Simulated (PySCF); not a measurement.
Vertical excitations of a molecule C3H9NOSi from TDA-ωB97X/def2-SVPD (PySCF), as energy in eV (oscillator strength): 6.45 (0.017), 6.93 (0.011), 7.23 (0.003), 7.52 (0.048), 7.60 (0.005), 7.86 (0.093), 7.95 (0.004), 8.08 (0.000), 8.26 (0.022), 8.26 (0.050). Lowest triplet (TDA): 6.35 eV. Coordinates come from a r2SCAN-D4/def2-SVP optimisation. The values are those of a single conformer.

Problem. Which structure fits?
A) CO[SiH]1CNC1
B) C[SiH2]/N=C\CO
C) CN1C[SiH](O)C1
D) C/N=C\[SiH2]OC

Solution. C, CN1C[SiH](O)C1
